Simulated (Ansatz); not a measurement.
Frontier orbitals of CH$_{6}$NOSb, SMILES `[CH3][Sb]([NH2])[OH]`.

Charge 0, multiplicity 1. Correlated methods include outer-core shells of Sb, which these sets cover unevenly. Sb: def2 effective core potential. Geometry: relaxed with PBE0-D4/def2-TZVP. It is one conformer, not always the lowest. Basis def2-TZVPP, the Gaussian-basis code of Ansatz.

Orbital energies of one run (eV). Highest occupied ones, from the top: -5.97, -6.25, -7.26, -8.46, -8.99, -10.17, -10.34, -11.35, -12.21, -13.74, -18.29, -22.16, -25.85, -34.04. Empty: -0.90, -0.60, 0.51, 1.20, 1.83, 2.16.

Q: Which functional gave them?
A. B97M-V
B. BHLYP
C. ωB97X-V
D. BLYP

A: A. HOMO energies: B97M-V -5.97, BHLYP -7.91, BLYP -5.59, ωB97X-V -9.11 eV.
